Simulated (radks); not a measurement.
Task: Mo II, configuration [Kr] 4d5 (the NIST ground configuration). Method: scalar-relativistic Kohn-Sham, PBE, spin-polarised, spherical densities, finite nucleus; open shells are filled with parallel spins first (spin-orbit coupling, left out, can overturn this in heavy ions); Fermi nuclear charge, rms radius 4.4091 fm; computed with a radial shooting solver on a logarithmic mesh with Libxc functionals. Some entries of the table are withheld. Estimate them.

orbital,occ.,eigenvalue (Ry),<r^2> (bohr^2),r(max) (bohr)
1s down,1,-1457.343,0.001669,0.02287
1s up,1,-1457.342,0.001669,0.02287
2s up,1,-206.2249,0.02785,0.1296
2s down,1,-206.1889,0.02785,0.1296
2p up,3,-184.4071,0.02193,0.1036
2p down,3,-184.3805,0.02192,0.1036
3s up,1,-35.47943,0.2107,0.3836
3s down,1,-35.46102,0.2107,0.3837
3p up,3,-28.33098,0.2158,0.3771
3p down,3,-28.31018,0.2157,0.3772
3d up,5,-16.70402,0.2076,0.3225
3d down,5,-16.67101,0.2073,0.3227
4s up,1,-5.27871,1.404,0.9924
4s down,1,-5.07680,1.382,0.9863
4p up,3,-3.39194,1.776,1.077
4p down,3,-3.16583,1.748,1.068
4d up,5,(1),4.237,1.390
4d down,0,(2),4.567,1.372

Result: 
(1) 4d up eigenvalue (Ry): -0.83968
(2) 4d down eigenvalue (Ry): -0.59371
